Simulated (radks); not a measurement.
Results of a calculation; reference values are marked as such.
Coulomb parameter of the 5d shell of the mercury ion Hg+ in the model configuration [Xe] 4f14 5d9.5 6s1.5, as a second difference U = [E(n + 0.5) + E(n - 0.5) - 2 E(n)] / (0.5)^2 with all orbitals relaxed. "Bare": the charge of the atom changes with n. "Screened": the 6s shell takes up the change at fixed total charge, which measures U(5d,5d) + U(6s,6s) - 2 U(5d,6s). Code: a radial shooting solver on a logarithmic mesh with Libxc functionals. Model: Dirac Kohn-Sham, PBE, spin-unpolarised, spherical densities, point nucleus; open shells are shared between the two j in proportion to 2j + 1.

| case | configuration | E - E(n) (eV) |
|---|---|---|
| start | [Xe] 4f14 5d9.5 6s1.5 | 0.000 |
| bare +0.5 | [Xe] 4f14 5d10 6s1.5 | -8.581 |
| bare -0.5 | [Xe] 4f14 5d9 6s1.5 | 11.629 |
| screened +0.5 | [Xe] 4f14 5d10 6s1 | -2.243 |
| screened -0.5 | [Xe] 4f14 5d9 6s2 | 2.594 |

U(bare) = 12.190 eV, U(screened by 6s) = 1.400 eV.
